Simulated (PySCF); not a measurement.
(1E)-1-bromobuta-1,3-diene (C₄H₅Br), SMILES C=C/C=C/Br.

Geometry: PBE-D3(BJ)/def2-SVP. One conformer was computed; it need not be the lowest.

The numbers are results of PBE-D3(BJ)/def2-SVP (PySCF), not measurements.

Frequencies are harmonic and unscaled.

Computed harmonic wavenumbers and intensities:
```tsv
mode	ν (cm⁻¹)	IR (km/mol)	moving atoms (share of kinetic energy)
1	144	0.9	C 70 %, H 26 %
2	154	0.8	C 69 %, H 20 %, Br 11 %
3	239	0.1	C 61 %, H 37 %
4	317	4.6	C 59 %, Br 30 %, H 11 %
5	439	0.3	C 68 %, H 31 %
6	627	1.1	H 74 %, C 26 %
7	749	42.1	C 78 %, H 15 %
8	795	19.7	H 55 %, C 45 %
9	882	23.6	H 75 %, C 25 %
10	923	19.1	H 78 %, C 22 %
11	927	3.6	H 66 %, C 34 %
12	1001	32.0	H 91 %, C 9 %
13	1138	2.1	H 64 %, C 36 %
14	1189	11.6	H 68 %, C 32 %
15	1247	11.7	H 73 %, C 27 %
16	1264	3.5	H 75 %, C 25 %
17	1379	3.6	H 79 %, C 21 %
18	1592	15.7	C 91 %, H 9 %
19	1649	30.4	C 88 %, H 12 %
20	3075	7.9	H 94 %
21	3082	1.7	H 92 %
22	3097	4.6	H 92 %, C 8 %
23	3133	7.9	H 92 %, C 8 %
24	3181	5.2	H 89 %, C 11 %
```
